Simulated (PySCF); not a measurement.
C₅H₇F.

```xyz
13

C     -1.9203    -0.2387     0.1719
C     -0.4601    -0.3788     0.5807
C      0.3977    -1.4840    -0.1475
C      1.2842    -0.3562    -0.6641
C      0.5382     0.5626    -0.0404
F      0.5921     1.8870     0.0436
H     -2.3544     0.6905     0.5743
H     -2.0192    -0.2106    -0.9255
H     -2.5189    -1.0826     0.5504
H     -0.3706    -0.4400     1.6799
H     -0.1648    -2.0364    -0.9184
H      0.8831    -2.2050     0.5309
H      2.1781    -0.3281    -1.2873
```

Coordinates come from a B3LYP-D3(BJ)/def2-SVP optimisation. The structure was generated by enumeration; whether it is a known compound was not checked.

The numbers are results of PySCF with PBE/pcSseg-1, not measurements. Non-relativistic, no solvent.

Computed absolute GIAO shielding of each atom: isotropic value and principal components (ppm):
| atom | σ(iso) | σ11 | σ22 | σ33 | span |
|---|---|---|---|---|---|
| C1 | 161.0 | 144.5 | 158.3 | 180.2 | 35.7 |
| C2 | 132.7 | 116.8 | 136.1 | 145.2 | 28.4 |
| C3 | 148.7 | 125.6 | 150.2 | 170.3 | 44.6 |
| C4 | 74.4 | -7.9 | 103.6 | 127.4 | 135.3 |
| C5 | 14.9 | -73.5 | 47.1 | 71.2 | 144.8 |
| F6 | 233.7 | 109.5 | 262.2 | 329.6 | 220.1 |
| H7 | 29.7 | 25.6 | 27.7 | 35.7 | 10.1 |
| H8 | 30.4 | 27.2 | 28.7 | 35.4 | 8.2 |
| H9 | 29.9 | 26.1 | 27.5 | 36.0 | 10.0 |
| H10 | 28.1 | 24.7 | 27.4 | 32.2 | 7.5 |
| H11 | 29.6 | 26.4 | 28.3 | 34.2 | 7.8 |
| H12 | 28.9 | 25.6 | 26.6 | 34.5 | 8.9 |
| H13 | 26.4 | 24.2 | 24.3 | 30.8 | 6.6 |
